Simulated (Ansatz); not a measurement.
Mulliken charges of ClH6NSi2, SMILES `N[SiH2][SiH2]Cl` from r2SCAN/def2-TZVPP in Ansatz (PBE0-D4/def2-TZVP geometry).

| atom | x (Å) | y (Å) | z (Å) | charge (e) |
| --- | --- | --- | --- | --- |
| N1 | -1.496 | 0.818 | -0.285 | -0.447 |
| Si2 | 0.132 | 0.560 | -0.770 | 0.365 |
| Si3 | 1.071 | -0.820 | 0.872 | 0.367 |
| Cl4 | -0.312 | -2.325 | 1.231 | -0.277 |
| H5 | -2.044 | 0.030 | 0.023 | 0.160 |
| H6 | -2.070 | 1.499 | -0.755 | 0.154 |
| H7 | 0.830 | 1.874 | -0.824 | -0.081 |
| H8 | 0.334 | -0.093 | -2.101 | -0.102 |
| H9 | 1.301 | -0.123 | 2.163 | -0.069 |
| H10 | 2.336 | -1.472 | 0.447 | -0.070 |

**Question.** By hand: the dipole of these point charges (1 e Å = 4.8032 D).

**Answer.** Σ q r = (0.196, 0.387, -0.187) e Å, of length 0.472 e Å = 2.27 D.

**Question.** How does the dipole of the full density compare? (Best estimate.)

**Answer.** The calculation gave: (-0.123, 0.240, -0.165) e Å, 1.52 D; the point charges give 1.49 times that, at 48° from its direction.

Point charges leave out the atoms' own dipoles, such as those of lone pairs, and Mulliken's split depends on the basis, so the two needn't agree.
